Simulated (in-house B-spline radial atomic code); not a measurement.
Configurations of the rhodium ion Rh²⁺, with energies counted from [Kr] 4d7. Computed with a radial B-spline atomic code at the basis-set limit: scalar-relativistic (X2C) SCAN, spin-polarised, spherical fractional occupations, Fermi nucleus of rms radius 4.4945 fm. Shells without spins written out take the highest spin.

Occupations are held fixed; configurations that lie above the ionisation limit could autoionise.

```csv
configuration,E - E(ref) (eV),highest orbital,its <r> (bohr)
"[Kr] 4d(1 up, 5 down) 5s(0 up, 1 down)",4.2795,5s down,2.538
[Ar] 3d10 4s2 4p5 4d8,46.984,4d down,1.443
[Ar] 3d10 4s2 4p5 4d7 5p1,59.165,5p up,3.019
[Ar] 3d10 4s2 4p5 4d7 5d1,66.99,5d up,4.432
"[Ar] 3d(4 up, 5 down) 4s2 4p6 4d(5 up, 3 down)",309.43,4d down,1.377
[Ar] 3d9 4s2 4p6 4d7 5s1,315.73,5s up,2.505
"[Ar] 3d(4 up, 5 down) 4s2 4p6 4d(3 up, 4 down) 5d(1 up, 0 down)",332.87,5d up,4.453
```

**Question.** Order these further configurations by energy, lowest first.
A. [Kr] 4d(3 up, 4 down)
B. [Ar] 3d9 4s2 4p6 4d8
C. [Ar] 3d9 4s2 4p6 4d7 4f1
D. [Ar] 3d10 4s2 4p5 4d7 5f1
E. [Ar] 3d9 4s2 4p6 4d7 5f1

**Answer.** A (1.9029 eV), D (73.141 eV), B (309.02 eV), C (334.07 eV), E (336.7 eV).

**Question.** How far above the reference does [Kr] 4d6 5p1 lie?

**Answer.** 11.133 eV; its least bound orbital is 5p up with <r> = 3.033 bohr.

**Question.** How far above the reference does [Kr] 4d6 4f1 lie?

**Answer.** 22.376 eV; its least bound orbital is 4f up with <r> = 5.308 bohr.

**Question.** How far above the reference does [Ar] 3d10 4s2 4p(2 up, 3 down) 4d(3 up, 4 down) 5d(0 up, 1 down) lie?

**Answer.** 70.215 eV; its least bound orbital is 5d down with <r> = 4.452 bohr.
